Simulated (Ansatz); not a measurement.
`[CH3][Ge]([NH2])([OH])[Cl]`, relaxed with RKS PBE0-D4/def2-TZVP in Ansatz 0.2.0 from a PBE-D4/def2-SVP geometry. The force threshold is 0.005 eV/Å; the program also tests the step.

Total charge 0; spin multiplicity 1.

Start:

```xyz
11

C    -1.146   -0.492    1.026
Ge    0.366   -0.056   -0.116
N    -0.091    1.197   -1.363
O     1.768    0.652    0.744
Cl    1.136   -1.955   -0.957
H    -2.004   -0.816    0.406
H    -1.436    0.404    1.607
H    -0.873   -1.314    1.712
H     0.699    1.497   -1.946
H    -0.867    0.923   -1.976
H     2.447   -0.038    0.864
```

| step | energy (eV) | largest force (eV/Å) | largest move (Å) |
| --- | --- | --- | --- |
| 1 | -73701.8371 | 0.679 | 0.000 |
| 2 | -73701.8807 | 0.293 | 0.041 |
| 3 | -73701.8863 | 0.102 | 0.024 |
| 4 | -73701.8865 | 0.182 | 0.048 |
| 5 | -73701.8880 | 0.027 | 0.033 |
| 6 | -73701.8884 | 0.029 | 0.028 |
| 7 | -73701.8884 | 0.009 | 0.018 |
| 8 | -73701.8885 | 0.005 | 0.011 |

End:

```xyz
11

C    -1.137   -0.493    1.024
Ge    0.354   -0.065   -0.122
N    -0.080    1.179   -1.364
O     1.745    0.620    0.724
Cl    1.090   -1.938   -0.974
H    -1.968   -0.875    0.430
H    -1.453    0.407    1.552
H    -0.838   -1.254    1.744
H     0.702    1.519   -1.905
H    -0.843    0.939   -1.981
H     2.429   -0.038    0.872
```

Run time 15 s (2 threads of an AMD EPYC 7R13 on a shared host and a share of an NVIDIA H100 80 GB); peak host memory 0.9 GiB.
